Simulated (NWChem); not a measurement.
A series in which one site is exchanged, each optimised at PBE0/def2-SVP with NWChem, gas phase unless a solvent is named. Low-valent species are run as closed-shell singlets; no triplet was tried in these runs. This build's default masses of Se (78.918 u) and Br (79.917 u) are each other's, which moves their modes by up to 0.6 %.

A: [SiH3][Si]Br (Si2H3Br; site = Br)
B: F[Si][SiH3] (Si₂H₃F; site = F)
C: [SiH][SiH3] (Si2H4; site = H)
D: [SiH3][Si]Cl (Si₂H₃Cl; site = Cl)

```
quantity                                                            A    B     C     D
---------------------------------------------------------------  ----  ---  ----  ----
orbital gap (eV), PBE0/def2-SVP                                  3.14  [?]  3.28  3.23
lowest singlet excitation, PBE/def2-SVPD, TDA (eV)               1.79  [?]  1.96  1.88
SMD solvation free energy in n-hexane, PBE0/def2-SVP (kcal/mol)  -3.2  [?]  -1.7  -2.6
```

Problem. Some entries are withheld; supply them.

Solution. 
- orbital gap (eV), PBE0/def2-SVP, B: 3.46
- lowest singlet excitation, PBE/def2-SVPD, TDA (eV), B: 2.05
- SMD solvation free energy in n-hexane, PBE0/def2-SVP (kcal/mol), B: -1.9
